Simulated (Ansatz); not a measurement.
`B[SiH2]F` + H₂Se → `F[SiH2][SeH]` + BH₃ at 298.15 K and 1 bar (cleavage of the Si–B bond).

Gas-phase electronic energies from Ansatz, PBE0-D4/def2-TZVP geometries. CBS: MP2 limit from def2 TZ/QZ plus the TZ coupled-cluster correction, frozen cores. This one scheme is used for every species. For Se outer-core shells are correlated without core-valence functions, which leaves a few kJ/mol of doubt a bond. Scalar relativity is left out up to krypton. One conformer a species, not always the lowest.

| species | CCSD(T)/CBS energy (Eh) | H − E (kJ/mol) | S (J/(mol·K)) |
| --- | --- | --- | --- |
| `B[SiH2]F` | -416.08532 | 118.3 | 289.1 |
| H₂Se | -2401.89790 | 45.8 | 219.1 |
| `F[SiH2][SeH]` | -2791.46485 | 89.7 | 305.5 |
| BH₃ | -26.55200 | 78.7 | 188.3 |

H − E and S are ideal-gas, rigid-rotor, harmonic terms from PBE0-D4/def2-TZVP, for one conformer and one mirror image of each species. 1 Eh = 2625.50 kJ/mol, R = 8.31446 J/(mol·K).

**Question.** By hand: ΔE, ΔH, ΔS and ΔG.

**Answer.** ΔE = (-2791.46485) + (-26.55200) − (-416.08532) − (-2401.89790) = -0.03363 Eh = -88.3 kJ/mol. Δ(H − E) = 89.7 + 78.7 − 118.3 − 45.8 = 4.3, so ΔH = -84.0 kJ/mol. ΔS = 305.5 + 188.3 − 289.1 − 219.1 = -14.4 J/(mol·K). ΔG = -84.0 − 298.15 × (-14.4)/1000 = -79.7 kJ/mol.

**Question.** By hand: the equilibrium constant, and the temperature at which ΔG would vanish if ΔH and ΔS stayed fixed.

**Answer.** log₁₀ K = −ΔG/(RT ln 10) = 14.0. ΔG = 0 at ΔH/ΔS = 5833 K, far beyond where these terms or the molecules hold.

The number of gas molecules stays the same, so ΔS is small and ΔH decides. A doubt of 5 kJ/mol in ΔE shifts log₁₀ K by 0.9 here. Other conformers and mirror images would add mixing entropy, several J/(mol·K) or more a flexible species. These are equilibria of isolated gas molecules and say nothing of rates. Largest T1 diagnostic: 0.012 (customary marks: 0.02 for closed shells, 0.045 for open ones).
